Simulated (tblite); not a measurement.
Compound: C7H16FS (charge +1).
Numbering: `[CH3:1][CH:2]([CH3:3])[C@@H:4]([CH3:5])[S@+:6]([CH3:7])[CH2:8][F:9]` (hydrogens: H10, H11, H12 on C1; H13 on C2; H14, H15, H16 on C3; H17 on C4; H18, H19, H20 on C5; H21, H22, H23 on C7; H24, H25 on C8)

Computed with GFN2-xTB (tblite), gas phase: L-BFGS steps from a force-field or distance-geometry start until the largest atomic force falls under 0.01 eV/Å.

Step 0: E = -834.8518 eV
```
atom  x, y, z in Å  |  force x, y, z in eV/Å
C1      2.1246   -0.0453   -1.3823   -0.489  -0.325  -0.086
C2      0.9578    0.6564   -0.6552    0.647   0.000   0.560
C3      1.5290    1.7907    0.2147   -0.482   0.356   0.164
C4      0.1026   -0.3675    0.1364    1.335  -0.177   0.470
C5      0.8199   -0.9244    1.3916   -0.223   0.204  -0.001
S6     -1.5128    0.3795    0.6566    0.477  -0.556   0.262
C7     -2.3464   -1.1471    1.1408   -0.190  -0.211   0.658
C8     -2.2689    0.4715   -0.9724   -0.768  -0.186  -0.837
F9     -2.0809   -0.6831   -1.6741   -0.043   0.410   0.347
H10     2.8502   -0.4583   -0.6841   -0.099   0.087  -0.060
H11     1.7394   -0.8576   -2.0139    0.173   0.208   0.182
H12     2.6338    0.6646   -2.0309   -0.066  -0.032   0.120
H13     0.3370    1.1105   -1.4141   -0.229   0.110  -0.321
H14     2.0413    2.5246   -0.4228   -0.159  -0.353   0.214
H15     0.7206    2.3356    0.7421    0.359  -0.308  -0.236
H16     2.2395    1.4350    0.9629   -0.128  -0.015  -0.249
H17    -0.1275   -1.2162   -0.5107   -0.134   0.116  -0.076
H18     0.2637   -1.7596    1.8289    0.119   0.177  -0.164
H19     0.9372   -0.1570    2.1676   -0.022  -0.186  -0.314
H20     1.8177   -1.3095    1.1406   -0.420   0.245  -0.077
H21    -1.9931   -1.4501    2.1346   -0.052   0.118  -0.302
H22    -2.1714   -1.9495    0.4256    0.018   0.144   0.009
H23    -3.4143   -0.9466    1.2267    0.068   0.018  -0.059
H24    -1.8614    1.2934   -1.5439    0.288   0.285  -0.233
H25    -3.3485    0.6340   -0.8556    0.020  -0.129   0.030
```

Step 1: E = -834.9316 eV
```
atom  x, y, z in Å  |  force x, y, z in eV/Å
C1      2.1176   -0.0499   -1.3835   -0.054   0.012   0.081
C2      0.9671    0.6564   -0.6472    0.123   0.158   0.079
C3      1.5221    1.7958    0.2171   -0.026   0.018   0.082
C4      0.1217   -0.3701    0.1431    0.780  -0.199   0.113
C5      0.8167   -0.9214    1.3916   -0.015   0.019   0.053
S6     -1.5060    0.3716    0.6604    0.297  -0.392   0.051
C7     -2.3491   -1.1501    1.1502   -0.099  -0.154   0.142
C8     -2.2799    0.4688   -0.9844   -0.230   0.155  -0.442
F9     -2.0815   -0.6772   -1.6692   -0.035   0.099   0.111
H10     2.8487   -0.4571   -0.6850   -0.112   0.060  -0.088
H11     1.7418   -0.8546   -2.0113    0.016  -0.010   0.022
H12     2.6328    0.6642   -2.0292   -0.121  -0.099   0.152
H13     0.3337    1.1121   -1.4187    0.017  -0.100   0.040
H14     2.0390    2.5195   -0.4198   -0.108  -0.213   0.127
H15     0.7257    2.3312    0.7387    0.029  -0.097  -0.041
H16     2.2377    1.4348    0.9594   -0.132   0.024  -0.204
H17    -0.1294   -1.2145   -0.5118   -0.008   0.212   0.021
H18     0.2654   -1.7570    1.8266    0.047   0.105  -0.119
H19     0.9368   -0.1597    2.1631   -0.006  -0.035  -0.151
H20     1.8117   -1.3060    1.1395   -0.298   0.191  -0.061
H21    -1.9939   -1.4484    2.1303    0.039  -0.006   0.057
H22    -2.1711   -1.9474    0.4257   -0.010   0.158   0.086
H23    -3.4133   -0.9463    1.2258   -0.034   0.041  -0.019
H24    -1.8573    1.2974   -1.5472    0.171   0.138  -0.134
H25    -3.3482    0.6322   -0.8552   -0.230  -0.085   0.040
```

Step 2: E = -834.9659 eV
```
atom  x, y, z in Å  |  force x, y, z in eV/Å
C1      2.1146   -0.0508   -1.3819    0.021   0.085   0.054
C2      0.9722    0.6601   -0.6434   -0.026   0.040  -0.051
C3      1.5198    1.7974    0.2196    0.033  -0.105  -0.029
C4      0.1445   -0.3753    0.1474    0.190  -0.042  -0.141
C5      0.8156   -0.9203    1.3928    0.086  -0.044   0.073
S6     -1.4974    0.3605    0.6625    0.124  -0.180  -0.118
C7     -2.3521   -1.1544    1.1558   -0.023  -0.025  -0.025
C8     -2.2879    0.4718   -0.9976    0.022   0.229  -0.025
F9     -2.0824   -0.6735   -1.6654   -0.033  -0.066  -0.065
H10     2.8458   -0.4554   -0.6872   -0.033   0.004  -0.007
H11     1.7428   -0.8541   -2.0101   -0.041  -0.049  -0.001
H12     2.6298    0.6617   -2.0252   -0.072  -0.042   0.082
H13     0.3333    1.1101   -1.4189    0.056  -0.138   0.138
H14     2.0360    2.5133   -0.4160   -0.019  -0.045   0.017
H15     0.7277    2.3279    0.7369   -0.136   0.017   0.071
H16     2.2342    1.4353    0.9537   -0.009  -0.026  -0.041
H17    -0.1301   -1.2092   -0.5115    0.103   0.158   0.014
H18     0.2669   -1.7540    1.8232   -0.036  -0.004  -0.052
H19     0.9366   -0.1611    2.1585    0.011   0.095   0.003
H20     1.8033   -1.3007    1.1378   -0.033   0.072  -0.052
H21    -1.9932   -1.4482    2.1306    0.055  -0.068   0.198
H22    -2.1713   -1.9432    0.4278   -0.016   0.035   0.043
H23    -3.4139   -0.9453    1.2252   -0.074   0.050   0.006
H24    -1.8523    1.3017   -1.5511    0.095   0.094  -0.113
H25    -3.3535    0.6298   -0.8542   -0.242  -0.046   0.020
```

Task: Estimate the geometry and energy of step 3. (The exact step hangs on the optimiser's Hessian estimate; all steps are aligned on step 2, rigid shifts and turns removed.)

Result: E = -834.9738 eV, largest force 0.161 eV/Å
```
atom  x, y, z in Å  |  force x, y, z in eV/Å
C1      2.1136   -0.0500   -1.3809    0.025   0.021   0.024
C2      0.9737    0.6613   -0.6427   -0.027  -0.025  -0.049
C3      1.5192    1.7965    0.2197   -0.008  -0.057   0.000
C4      0.1537   -0.3771    0.1464    0.003   0.020  -0.093
C5      0.8166   -0.9205    1.3943    0.059  -0.007   0.031
S6     -1.4930    0.3546    0.6612    0.057  -0.065  -0.136
C7     -2.3533   -1.1559    1.1574    0.009  -0.005   0.018
C8     -2.2901    0.4760   -1.0015    0.028   0.122   0.045
F9     -2.0833   -0.6733   -1.6654   -0.050  -0.001  -0.066
H10     2.8446   -0.4549   -0.6878   -0.008  -0.009   0.021
H11     1.7425   -0.8545   -2.0096   -0.041  -0.025   0.016
H12     2.6279    0.6606   -2.0230   -0.031   0.008   0.029
H13     0.3338    1.1076   -1.4170    0.025  -0.109   0.106
H14     2.0349    2.5110   -0.4148    0.005   0.004  -0.016
H15     0.7261    2.3271    0.7375   -0.113   0.002   0.058
H16     2.2333    1.4348    0.9517    0.025  -0.045   0.008
H17    -0.1285   -1.2053   -0.5114    0.126   0.068  -0.043
H18     0.2667   -1.7533    1.8215   -0.051  -0.033  -0.028
H19     0.9368   -0.1600    2.1573    0.014   0.108   0.034
H20     1.8007   -1.2982    1.1365    0.086   0.015  -0.040
H21    -1.9922   -1.4491    2.1337    0.021  -0.053   0.140
H22    -2.1716   -1.9417    0.4288   -0.021  -0.023   0.022
H23    -3.4152   -0.9442    1.2251   -0.049   0.047   0.013
H24    -1.8493    1.3045   -1.5542    0.053   0.070  -0.094
H25    -3.3586    0.6283   -0.8536   -0.138  -0.028  -0.002
```

The energy changes by -0.0079 eV. The first-order estimate −F·Δx gives -0.0112 eV and the mean of the old and new forces, exact on a quadratic surface, -0.0079 eV. The step makes an angle of 34° with the force vector and moves no atom by more than 0.009 Å.

The cost below is that of the whole relaxation. Hardware: one thread, Arm Neoverse V1 (aarch64) (shared host). Cost: 0.71 s.
